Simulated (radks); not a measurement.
Results of a calculation; reference values are marked as such.
Neutral silicon, configuration [Ne] 3s2 3p1.5 4p0.5 (fractional occupations, a model configuration). Code: a radial shooting solver on a logarithmic mesh with Libxc functionals. Model: Dirac Kohn-Sham, PBE, spin-unpolarised, spherical densities, finite nucleus; open shells are shared between the two j in proportion to 2j + 1; Fermi nuclear charge, rms radius 3.1224 fm.

Radial electron density D(r) = 4 pi r^2 rho(r):

r (bohr)  D(r) (e/bohr)
0.01824           4.514
0.02123           5.619
0.02452           6.827
0.02854           8.258
0.03296           9.727
0.03837           11.33
0.04432           12.80
0.05159           14.19
0.05958           15.19
0.06936           15.78
0.08011           15.79
0.09326           15.18
0.1077            14.08
0.1254            12.60
0.1448            11.19
0.1686            10.07
0.1947            9.680
0.2266            10.11
0.2617            11.20
0.3047            12.69
0.3519            13.88
0.4097            14.34
0.4731            13.72
0.5508            11.93
0.6361            9.507
0.7405            6.741
0.8552            4.460
0.9956            2.782
1.15              1.947
1.339             1.680
1.546             1.721
1.8               1.778
2.078             1.682
2.42              1.396
2.794             1.026
3.253            0.6447
3.757            0.3652
4.374            0.1790
5.051           0.08793
5.88            0.04963
6.791           0.04318
7.906           0.04987
9.13            0.05646
10.63           0.05658
12.28           0.04581
14.29           0.02840
16.5            0.01453
19.21          0.005581
22.19          0.001709
25.83         0.0003534

D(r) has 4 maxima, at r = 0.0745, 0.406, 1.79, 9.89 bohr, and minima at 0.195, 1.38, 6.58 bohr, inside which lie 2.19, 10.39, 13.54 electrons.
